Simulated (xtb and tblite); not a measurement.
Torsional profile of C5H10O2Si, SMILES CC([SiH2]CC(C)=O)=O, singlet. Scanned: dihedral O3–C2–C4–Si5 and dihedral C2–C4–Si5–C6; all other coordinates were relaxed at GFN2-xTB. Points at φ and −φ are mirror images. Heavy atoms are numbered in the order of the SMILES CC(=O)C[SiH2]C(C)=O, hydrogens after them in the order of the atoms that carry them; the mirror image has the same energies with the sign of each dihedral reversed.

Method: GFN2-xTB (xtb and tblite).

Energy in kJ/mol above the lowest grid point; x is the dihedral O3–C2–C4–Si5 (°), y the dihedral C2–C4–Si5–C6 (°).

```csv
y \ x,-150,-120,-90,-60,-30,0,30,60,90,120,150,180
180,17.4,9.8,4.6,5.4,6.6,5.7,6.6,5.4,4.6,9.8,17.4,22.9
150,19.4,11.1,6.8,7.6,9.3,9.4,7.1,5.9,4.4,10.4,19.2,25.2
120,23.1,13.5,7.6,10.0,10.9,12.6,9.7,6.8,4.7,9.8,19.2,28.4
90,21.1,10.9,2.9,4.3,6.2,9.2,8.6,3.6,2.5,7.0,14.6,24.6
60,13.8,5.9,0.0,4.0,5.4,2.7,3.4,1.4,3.2,10.6,16.6,20.8
30,16.4,4.7,0.1,5.4,12.2,10.7,3.9,0.8,3.1,13.7,23.8,27.5
0,24.4,10.8,1.6,4.4,11.2,17.6,11.2,4.4,1.6,10.8,24.4,32.9
-30,23.8,13.7,3.1,0.8,3.9,10.7,12.2,5.4,0.1,4.7,16.4,27.5
-60,16.6,10.6,3.2,1.4,3.4,2.7,5.4,4.0,0.0,5.9,13.8,20.8
-90,14.6,7.0,2.5,3.6,8.6,9.2,6.2,4.3,2.9,10.9,21.1,24.6
-120,19.2,9.8,4.7,6.8,9.7,12.6,10.9,10.0,7.6,13.5,23.1,28.4
-150,19.2,10.4,4.4,5.9,7.1,9.4,9.3,7.6,6.8,11.1,19.4,25.2
```

The six lowest points that lie below all their neighbours on the grid: x = -90, y = 60 (0.0 kJ/mol); x = 90, y = -60 (0.0 kJ/mol); x = -60, y = -30 (0.8 kJ/mol); x = 60, y = 30 (0.8 kJ/mol); x = 0, y = -60 (2.7 kJ/mol); x = 0, y = 60 (2.7 kJ/mol). The lowest path on the grid from the first to the second passes x = 30, y = -60 at 5.4 kJ/mol.
